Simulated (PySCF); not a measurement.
C3H3N, SMILES C=CC#N. Atoms are numbered in the order given.

```xyz
7

C     -0.3584    -1.6119     0.0000
C      0.5044    -0.5856     0.0000
C      0.0919     0.7861     0.0000
N     -0.2255     1.9030     0.0000
H     -1.4394    -1.4519     0.0000
H      0.0045    -2.6422     0.0000
H      1.5857    -0.7581     0.0000
```

Geometry: B3LYP-D3(BJ)/def2-SVP.

All values below come from B3LYP-D3(BJ)/def2-SVP (PySCF).

No scaling factor is applied to the harmonic values.

Computed harmonic wavenumbers and intensities:
```
mode  ν (cm⁻¹)  IR (km/mol)  Raman (Å⁴/amu)  depolarisation  moving atoms (share of kinetic energy)
----  --------  -----------  --------------  --------------  --------------------------------------
1          231          2.3             6.3            0.66                  C 50 %, N 32 %, H 18 %
2          350          0.4             0.4            0.75                  C 46 %, H 33 %, N 21 %
3          570          0.0             1.9            0.36                   C 73 %, H 18 %, N 8 %
4          710         11.5            11.8            0.75                          C 58 %, H 40 %
5          889          1.2             1.4            0.11                  C 45 %, H 34 %, N 22 %
6          980         38.0             1.8            0.75                          H 75 %, C 25 %
7         1002          9.8             1.0            0.75                          H 89 %, C 11 %
8         1097          3.7             2.2            0.73                          H 57 %, C 38 %
9         1298          0.2            14.3            0.43                          H 76 %, C 24 %
10        1422          6.5            20.1            0.44                          H 83 %, C 17 %
11        1687          0.5            55.0            0.20                          C 85 %, H 14 %
12        2361          8.9           158.4            0.28                          C 62 %, N 37 %
13        3154          0.1            63.1            0.11                                  H 95 %
14        3172          0.7           128.8            0.23                           H 91 %, C 9 %
15        3260          0.5            70.4            0.69                          H 89 %, C 11 %
```
